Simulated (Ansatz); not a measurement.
Stepwise reaction of `O[SiH2][Si](O)(F)F` with hydrogen, as a gas-phase model of exchange steps in deposition or etching. ΔE in kJ/mol.

Program: Ansatz. Geometries: PBE0-D4/def2-TZVP. ΔE: electronic, gas phase. CBS: MP2 limit from def2 TZ/QZ plus the TZ coupled-cluster correction, frozen cores. This one scheme is used for every species. DFT in def2-TZVPP. B3LYP here is the variant with VWN-RPA as its local correlation; programs differ in this. One conformer a species, not always the lowest.

| step | reaction | PBE-D4 | B3LYP-D4 | ωB97M-V | CCSD(T)/CBS |
| --- | --- | --- | --- | --- | --- |
| 1 | `O[SiH2][Si](O)(F)F` + H₂ → `O[Si](F)(F)[SiH3]` + H₂O | 51.2 | 58.2 | 56.2 | 53.6 |

Problem. Give the row of step 2, `O[Si](F)(F)[SiH3]` + H₂ → `F[SiH](F)[SiH3]` + H₂O. (Estimate.)

Solution. Ansatz gave: 
| step | reaction | PBE-D4 | B3LYP-D4 | ωB97M-V | CCSD(T)/CBS |
| --- | --- | --- | --- | --- | --- |
| 2 | `O[Si](F)(F)[SiH3]` + H₂ → `F[SiH](F)[SiH3]` + H₂O | 99.7 | 106.5 | 107.6 | 103.9 |

Problem. By hand: ΔE of the 2 steps together at CCSD(T)/CBS.

Solution. (53.6) + (103.9) = 157.5 kJ/mol, or 78.8 kJ/mol a step.

In ΔE each step is higher than the one before. All are uphill at CCSD(T)/CBS. PBE-D4 differs from CCSD(T)/CBS by -4.2 to -2.4 kJ/mol a step. Isolated molecules leave out the surface, adducts and barriers. Largest T1 diagnostic: 0.013.
